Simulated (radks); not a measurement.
Task: Tl2+, 79 electrons, occupied as [Xe] 4f14 5d10 6s1. Method: Dirac Kohn-Sham, PBE, spin-unpolarised, spherical densities, finite nucleus; Fermi nuclear charge, rms radius 5.4759 fm; computed with a radial shooting solver on a logarithmic mesh with Libxc functionals. Some entries of the table are withheld. Estimate them.

orbital  occ.  eigenvalue (hartree)  r(max) (bohr)  <r> (bohr)
1s1/2       2             -3140.256        0.01003     0.01632
2s1/2       2             -559.2242        0.05837     0.06808
2p1/2       2             -537.0289        0.04279     0.05589
2p3/2       4             -461.1259        0.05039     0.06468
3s1/2       2             -133.9684         0.1642      0.1770
3p1/2       2             -123.9127         0.1530      0.1674
3p3/2       4             -107.0386         0.1684      0.1835
3d3/2       4             -90.37303         0.1309         (1)
3d5/2       6             -86.76905         0.1351         (2)
4s1/2       2             -30.40795            (3)      0.3916
4p1/2       2             -26.06658         0.3672      0.3931
4p3/2       4             -21.96429         0.3985      0.4274
4d3/2       4             -14.86195         0.3903      0.4333
4d5/2       6             -14.09646         0.3998      0.4444
5s1/2       2                   (4)         0.8092         (5)
4f5/2       6                   (6)         0.3558      0.4645
4f7/2       8                   (7)         0.3603      0.4710
5p1/2       2              -3.99739         0.8506      0.9419
5p3/2       4              -3.25503         0.9287       1.036
5d3/2       4              -1.26833          1.095         (8)
5d5/2       6              -1.18553          1.129         (9)
6s1/2       1              -0.93176          1.998       2.275

Result: 
(1) 3d3/2 <r> (bohr): 0.1595
(2) 3d5/2 <r> (bohr): 0.1644
(3) 4s1/2 r(max) (bohr): 0.3695
(4) 5s1/2 eigenvalue (hartree): -5.45459
(5) 5s1/2 <r> (bohr): 0.8783
(6) 4f5/2 eigenvalue (hartree): -4.92947
(7) 4f7/2 eigenvalue (hartree): -4.76046
(8) 5d3/2 <r> (bohr): 1.334
(9) 5d5/2 <r> (bohr): 1.383
